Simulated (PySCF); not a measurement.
Correlation energy of I (iodine, neutral)

[Kr] 4d10 5s1 5p6, 2S determinant (an excited configuration). Calculation: PySCF 2.14, in aug-cc-pwCVTZ-PP with ECP28MDF (8s7p6d4f1g, 96 functions); scalar relativity through the core potential. Frozen: 4s2 4p6 4d10; 7 electrons correlated.

| level | correlation energy (mhartree) |
| --- | --- |
| CCSD | -256.07 |
| (T) | -49.61 |
| CCSD(T) | -305.68 |

Diagnostics: T1 = 0.028, D1 = 0.0497, largest double amplitude 0.302.

A double-excitation amplitude exceeds 0.15, a sign of near-degeneracy.

Cost of the coupled-cluster step: about 20 core-seconds, for 7 correlated electrons.
